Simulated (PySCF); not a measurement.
A GIAO shielding run with PySCF 2.14 (density fitting, non-relativistic, gas phase) on `C#CC[C@@H](C)B1OCCO1`, C$_{7}$H$_{11}$BO$_{2}$:

```
$ OMP_NUM_THREADS=1 python probes_run.py task.json out

{"job": {"kind": "nmr", "xc": "B3LYP", "basis": "pcSseg-1", "pop": false}, "charge": 0, "multiplicity": 1}
C      4.105074     0.880353    -0.535440
C      2.968142     0.857307    -0.117071
C      1.591800     0.814827     0.361627
C      0.685334    -0.134390    -0.440525
C      1.156266    -1.587151    -0.393134
B     -0.819111     0.011002    -0.013135
O     -1.304568     1.045010     0.739525
C     -2.701189     0.868540     0.904429
C     -3.027860    -0.442494     0.156758
O     -1.789321    -0.881376    -0.372232
H      5.114256     0.909968    -0.901710
H      1.172259     1.834075     0.342999
H      1.591891     0.515955     1.424934
H      0.717095     0.196323    -1.497513
H      2.186403    -1.683917    -0.769156
H      0.503818    -2.234158    -0.997152
H      1.142306    -1.975963     0.638541
H     -2.939131     0.814467     1.978731
H     -3.232205     1.737956     0.484756
H     -3.746193    -0.292036    -0.664970
H     -3.437162    -1.218285     0.823734
```

Hardware: 1 thread of an Arm Neoverse V2, shared host. The job also computes ring-centre shieldings.

Task: How large is the calculation?

Result: 74 electrons, 225 basis functions and 1157 auxiliary functions.

Task: How long does it take, and how much memory does it need?

Result: 40 s of wall time, with 15 SCF cycles and 5 response iterations; peak memory 1.2 GiB. Times on a shared host scatter by some tens of per cent.

Task: And these other runs on the same molecule and hardware: GIAO shielding at PBE0/pcSseg-1?

Result: PBE0/pcSseg-1: 225 functions, 41 s.
